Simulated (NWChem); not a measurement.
System: Si$_{2}$NH$_{7}$O; SMILES [SiH3][Si@H](N)O

```xyz
11

N     -1.4208     1.2450    -0.3018
Si     0.0260     0.5731     0.3557
O      1.3897     1.2835    -0.3191
Si     0.0167    -1.7445    -0.0514
H     -1.7284     2.1581     0.0139
H     -1.6309     1.1200    -1.2853
H     -0.0316     0.8557     1.8194
H      2.2382     0.8562    -0.1324
H     -0.2666    -2.0370    -1.4871
H     -1.0144    -2.4363     0.7725
H      1.3403    -2.3575     0.2706
```
Atoms are numbered in this order, from 1.

Computed with NWChem. Pople sets run with spherical d functions. All runs use the structure optimised with B3LYP/6-31G* (spherical d). Level: B3LYP/6-31G* with SMD (1 M gas to 1 M solution), gas-phase geometry. Reactions with the solvent are ignored.

Problem. Estimate the computed values for solvent toluene. Quantities: solvation free energy (kcal/mol); cavity-dispersion-structure term (kcal/mol); dipole in solution (D).

Solution. 
```
Property                                     Value
-------------------------------------------  -----
solvation free energy (kcal/mol)              -3.4
cavity-dispersion-structure term (kcal/mol)    0.0
dipole in solution (D)                        0.77
```
